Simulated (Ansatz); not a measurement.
`[BH2][SnH2][BH]F`, relaxed with RKS PBE0-D4/def2-TZVP in the Gaussian-basis code of Ansatz from a PBE-D4/def2-SVP geometry. The force threshold is 0.005 eV/Å; the program also tests the step.

Charge 0, multiplicity 1. Sn takes the def2 core potential.

Start:

```xyz
9

B     1.159    0.934   -1.231
Sn    0.517   -0.539    0.339
B    -1.708   -0.237    0.799
F    -2.620   -0.899    0.100
H     1.107    0.641   -2.409
H     1.510    2.053   -0.915
H     1.379   -0.305    1.824
H     0.765   -2.177   -0.172
H    -2.110    0.529    1.664
```

```tsv
step	energy (eV)	largest force (eV/Å)	largest move (Å)
1	-9978.8442	0.445	0.000
2	-9978.8655	0.189	0.047
3	-9978.8694	0.127	0.028
4 (rejected)	-9978.8687	0.128	0.044
5	-9978.8704	0.082	0.021
6	-9978.8705	0.054	0.003
7	-9978.8706	0.024	0.002
8	-9978.8706	0.009	0.001
9	-9978.8706	0.001	0.001
```

End:

```xyz
9

B     1.153    0.930   -1.224
Sn    0.508   -0.537    0.339
B    -1.701   -0.233    0.802
F    -2.605   -0.893    0.108
H     1.111    0.643   -2.382
H     1.503    2.030   -0.919
H     1.379   -0.308    1.796
H     0.763   -2.151   -0.167
H    -2.111    0.519    1.646
```

It took 32 s on 2 threads of an Arm Neoverse V2 on a shared host, with 0.39 GiB of host memory at the peak.
